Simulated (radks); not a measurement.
Initial-state core-level shifts of the thulium ion Tm3+ when its valence configuration changes from [Xe] 4f12. Calculated with a radial shooting solver on a logarithmic mesh with Libxc functionals: scalar-relativistic Kohn-Sham, BLYP, spin-unpolarised, spherical densities, finite nucleus; Fermi nuclear charge, rms radius 5.2256 fm. Shifts are changes of the shell-averaged eigenvalues in eV (positive: less bound); the change of the density at the nucleus, which sets a Mossbauer isomer shift, is in e/bohr^3, on a base of 1.003e+06.

valence                2s       3d       4d       5s  density at nucleus
4f11.5 6p0.5       -6.406   -6.793   -6.373   -4.318               +24.7
4f10 6p2          -27.774  -29.560  -27.234  -17.666              +112.7
4f11 6p1          -13.196  -14.011  -13.066   -8.722               +51.8
4f11.5 6s0.5       -5.757   -6.146   -5.724   -3.681               +65.2
4f11.5 5d0.5       -4.177   -4.601   -4.177   -2.172               +21.0
4f11 5d1           -8.590   -9.479   -8.544   -4.359               +43.6
4f10 6s2          -25.264  -27.052  -24.729  -15.256              +304.3
4f9.5 5d0.5 6s2   -30.460  -32.833  -29.692  -17.520              +336.8
4f11 6s0.5 6p0.5  -12.556  -13.372  -12.426   -8.098               +95.1
